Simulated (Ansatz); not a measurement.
Consider the isomerisation: `F[CH]1[NH][Al]1[SH]` → `N=[CH][Al]([F])[SH]`.

Gas-phase electronic energies from Ansatz, PBE0-D4/def2-TZVP geometries. CBS: MP2 limit from def2 TZ/QZ plus the TZ coupled-cluster correction, frozen cores. DFT in def2-TZVPP. HSE06 is defined as in plane-wave codes. One conformer a species, not always the lowest.

```tsv
level	ΔE (kJ/mol)
B97M-V	-243.4
r2SCANh-D4	-235.1
BHLYP-D4	-259.3
r2SCAN	-233.2
PBE0	-228.0
r2SCAN0	-236.7
HSE06	-227.1
CCSD/def2-TZVPP	-260.5
```

Q: What does CCSD(T)/CBS give? (Best estimate.)

A: Ansatz gave: -256.4 kJ/mol. The listed levels differ from it by 13.0, 21.3, -2.9, 23.2, 28.4, 19.7, 29.3, -4.1 kJ/mol.

Q: What do rigid-rotor, harmonic-oscillator terms from PBE0-D4/def2-TZVP frequencies (298.15 K, 1 bar) make of the CCSD(T)/CBS value? (Best estimate.)

A: Computed: ΔZPE = -2.2 kJ/mol, ΔH = -257.3 kJ/mol, ΔS = 12 J/(mol·K), ΔG = -260.9 kJ/mol.

Largest T1 diagnostic among the species: 0.014.

From PBE to PBE0 (25 % exact exchange), in def2-TZVPP and without D4, ΔE moves by −6.9 kJ/mol. In def2-TZVPP, CCSD(T) changes the Hartree–Fock value by +26.5 kJ/mol (the triples alone add +3.5 kJ/mol) and MP2 by +28.8 kJ/mol.
